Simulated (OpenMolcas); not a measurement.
Consider Ti2+ and Ti2+ on neighbouring Cd sites of CdS (host space group P63mc, cell from Materials Project; 4-coordinate sites, 1 bridging S, bridge angle 109.2°, metal-metal distance 4.16 Å, mean bond 2.55 Å), as a cluster of both ions and their first shells in 18 model-potential ions and 523 fitted point charges, unrelaxed.

```xyz
9

Ti     0.0000     1.2034     1.6949
Ti     0.0000    -1.2034    -1.6949
S      0.0000    -1.2034     0.8580
S      0.0000     1.2034    -2.5318
S     -2.0844     2.4069     0.8580
S      2.0844     2.4069     0.8580
S     -2.0844    -2.4069    -2.5318
S      2.0844    -2.4069    -2.5318
S      0.0000     1.2034     4.2478
```

Give the energies of the total-spin states at CASSCF(4,4) on the singly occupied d orbitals (ANO-RCC-VDZP on Ti and ANO-RCC-VDZ on S, scalar-relativistic DKH2, RICD, no spin-orbit coupling, OpenMolcas), and the exchange constant.

Local spins 1 and 1.

```json
[
 {"total S": "2", "E (cm⁻¹)": "0.0", "natural occupations, lowest and highest": "1.000, 1.000"},
 {"total S": "1", "E (cm⁻¹)": "14.8", "natural occupations, lowest and highest": "0.983, 1.017"},
 {"total S": "0", "E (cm⁻¹)": "19.9", "natural occupations, lowest and highest": "0.974, 1.026"}
]
```

J = 3.3 cm⁻¹ (ferromagnetic); the ladder departs from the Heisenberg pattern by 1.5 cm⁻¹ at most.

J is defined by H = −2J S1·S2, so negative values are antiferromagnetic. Wave-function values come from the highest and lowest total spin; broken-symmetry values use Yamaguchi's formula with the computed ⟨S²⟩. The active space holds the singly occupied metal orbitals alone, without bridging-ligand orbitals. No row is a measured value. The host is partly covalent, so formal ionic charges are a crude embedding.
